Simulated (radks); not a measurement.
Nd, configuration [Xe] 4f4 6s2 (the NIST ground configuration). Calculated with a radial shooting solver on a logarithmic mesh with Libxc functionals: scalar-relativistic Kohn-Sham, LDA (Slater exchange, Perdew-Wang correlation), spin-polarised, spherical densities, finite nucleus; open shells are filled with parallel spins first (spin-orbit coupling, left out, can overturn this in heavy ions); Fermi nuclear charge, rms radius 4.9123 fm; hard spherical wall at 5 bohr.

Unscreened Slater integrals over Kohn-Sham orbitals (hartree). They are taken over the spin-up orbitals. Empty in this configuration: 5d.

integral      value
F0(6s,6s)   0.29726
F0(6s,4f)   0.37090
G3(6s,4f)  0.026599
F0(6s,5p)   0.34746
G1(6s,5p)  0.041807
F0(6s,5s)   0.35698
G0(6s,5s)  0.023181
F0(6s,5d)   0.32017
G2(6s,5d)   0.11184
F0(4f,4f)   0.86662
F2(4f,4f)   0.39263
F4(4f,4f)   0.24275
F6(4f,4f)   0.17365
F0(4f,5p)   0.60403
F2(4f,5p)   0.22421
G2(4f,5p)   0.13696
G4(4f,5p)   0.10122
F0(4f,5s)   0.68006
G3(4f,5s)   0.15067
F0(4f,5d)   0.44754
F2(4f,5d)   0.12527
F4(4f,5d)  0.064757
G1(4f,5d)  0.078763
G3(4f,5d)  0.057429
G5(4f,5d)  0.042243
F0(5p,5p)   0.51865
F2(5p,5p)   0.27743
F0(5p,5s)   0.55800
G1(5p,5s)   0.37001
F0(5p,5d)   0.41581
F2(5p,5d)   0.19902
G1(5p,5d)   0.22950
G3(5p,5d)   0.14099
F0(5s,5s)   0.61031
F0(5s,5d)   0.43206
G2(5s,5d)   0.13782
F0(5d,5d)   0.36395
F2(5d,5d)   0.19695
F4(5d,5d)   0.13171

Derived for the open shells (J is the average intra-shell exchange parameter used in DFT+U). 4f: F4/F2 = 0.618, F6/F2 = 0.442, J = (286 F2 + 195 F4 + 250 F6)/6435 = 0.03155 hartree.
